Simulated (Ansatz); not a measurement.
An input meant for Ge(OEt)2Me2 (C₆H₁₆GeO₂) (charge 0, singlet).

```yaml
crystal:
  periodic: [false, false, false]
  atoms:
    - {symbol: Ge, position_ang: [-1.038353, -0.301740, -0.184163]}
    - {symbol: O, position_ang: [-0.676404, -0.356793, 1.576967]}
    - {symbol: C, position_ang: [0.352371, 0.467867, 2.110555]}
    - {symbol: C, position_ang: [0.645970, 0.028137, 3.536477]}
    - {symbol: H, position_ang: [1.277193, 0.395348, 1.489927]}
    - {symbol: H, position_ang: [0.043930, 1.543876, 2.104186]}
    - {symbol: H, position_ang: [1.435783, 0.659822, 3.992003]}
    - {symbol: H, position_ang: [-0.266655, 0.101848, 4.161944]}
    - {symbol: H, position_ang: [0.985820, -1.026838, 3.552592]}
    - {symbol: O, position_ang: [0.556034, -0.653126, -0.965260]}
    - {symbol: C, position_ang: [1.011848, -0.016300, -2.145706]}
    - {symbol: C, position_ang: [2.532842, -0.078511, -2.191567]}
    - {symbol: H, position_ang: [0.589823, -0.519212, -3.052314]}
    - {symbol: H, position_ang: [0.680770, 1.050611, -2.200376]}
    - {symbol: H, position_ang: [2.920655, 0.371745, -3.128407]}
    - {symbol: H, position_ang: [2.972458, 0.465670, -1.330412]}
    - {symbol: H, position_ang: [2.876327, -1.131747, -2.138816]}
    - {symbol: C, position_ang: [-1.671940, 1.480200, -0.712607]}
    - {symbol: H, position_ang: [-1.930473, 1.511547, -1.789232]}
    - {symbol: H, position_ang: [-0.900265, 2.248137, -0.509620]}
    - {symbol: H, position_ang: [-2.577708, 1.725756, -0.124249]}
    - {symbol: C, position_ang: [-2.277462, -1.775102, -0.474098]}
    - {symbol: H, position_ang: [-3.191657, -1.627727, 0.132588]}
    - {symbol: H, position_ang: [-1.791937, -2.721003, -0.167678]}
    - {symbol: H, position_ang: [-2.558968, -1.842445, -1.542736]}
basis:
  gaussian: {orbitals: STO-3G}
magnetization: {spin_polarized: true, initial_magnetization: 1}
hamiltonian: {xc: {name: wB97}}
scf: {omitted_lower_state_checks: [starts]}
```

```sh
$ ansatz run in.yaml --threads 2 --pin off --events-out ev --progress --plain --max-ram 22528MiB --backend cuda --devices 0, --max-vram 18GiB
```

Shortened log:

```
Error: a molecule whose nuclei and cores have a total charge of 100 cannot have a net charge of 0 together with 1 unpaired electrons
```

Question: What is wrong with this run?

Answer: The number of unpaired electrons doesn't fit the electron count. The input was rejected before any iteration.
